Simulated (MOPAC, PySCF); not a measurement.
H3B, SMILES `B`, neutral singlet in the gas phase. 

Z-matrix (Å, degrees):
```
B
H 1 1.1934
H 1 1.1934 2 120.00
H 1 1.1934 2 120.00 3 179.99
```
Charge 0, multiplicity 1.

All levels are single points at this geometry (PBE0-D4/def2-TZVP); Pople sets use spherical d functions. Orbital energies aren't observables, and empty levels follow the basis.

B3LYP/3-21G in PySCF gives HOMO (eV) = -9.71.

Question: Estimate the HOMO (eV) from each of these levels: PBE0-D4/def2-TZVP in PySCF; BP86/6-31G* in PySCF; M06-2X/6-31G* in PySCF; PBE/6-31G* in PySCF; SVWN5/6-31G* in PySCF; HF/3-21G in PySCF; AM1 in MOPAC; PM7 in MOPAC.

Answer: 
```json
[
 {"level": "PBE0-D4/def2-TZVP in PySCF", "HOMO (eV)": "-9.92"},
 {"level": "BP86/6-31G* in PySCF", "HOMO (eV)": "-8.42"},
 {"level": "M06-2X/6-31G* in PySCF", "HOMO (eV)": "-11.16"},
 {"level": "PBE/6-31G* in PySCF", "HOMO (eV)": "-8.29"},
 {"level": "SVWN5/6-31G* in PySCF", "HOMO (eV)": "-8.27"},
 {"level": "HF/3-21G in PySCF", "HOMO (eV)": "-13.57"},
 {"level": "AM1 in MOPAC", "HOMO (eV)": "-11.85"},
 {"level": "PM7 in MOPAC", "HOMO (eV)": "-12.00"}
]
```
